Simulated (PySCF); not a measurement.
## RuH₄ + 2 Cl₂ → RuHCl + 3 HCl

Level: PBE0 in the def2-TZVP basis family, computed in PySCF with density fitting; scalar-relativistic core potentials for atoms from Rb on, none lighter, no spin–orbit coupling; open shells unrestricted.

```csv
species,state and structure,E (Eh),ZPE (kJ/mol),H(298 K) − H(0) (kJ/mol),S° (J/(mol K))
RuH₄,"singlet, C4v, Ru–H 1.530 Å (×4); H–Ru–H 67.4° (×4), H–Ru–H 103.3° (×2)",-97.20793,77.5,11.3,233.0
Cl₂,"singlet, D∞h, Cl–Cl 1.982 Å",-920.08940,3.5,9.1,222.5
RuHCl,"quintet, Cs, Ru–Cl 2.258 Å, Ru–H 1.667 Å; Cl–Ru–H 152.7°",-555.52148,15.1,12.0,281.5
HCl,"singlet, C∞v, H–Cl 1.279 Å",-460.66440,17.9,8.7,186.6
```

Problem. What is the electronic reaction energy?

Solution. At PBE0/def2-TZVP, ΔE = -335.9 kJ/mol from the differences of the total energies times 2625.5, downhill. 

Problem. Add zero-point, thermal and entropy terms for 298.15 K and 1 bar.

Solution. ΔZPE = -15.7 and Δ[H(298) − H(0)] = 8.6 kJ/mol give ΔH° = -343.0 kJ/mol. ΔS° = 163.3 J/(mol K), so ΔG° = -343.0 − 298.15 × (0.1633) = -392 kJ/mol.

Open d or f shells are single determinants, so the state found may not be the ground state. Each species is the lowest minimum found with this bonding; other isomers or fragments can lie lower.
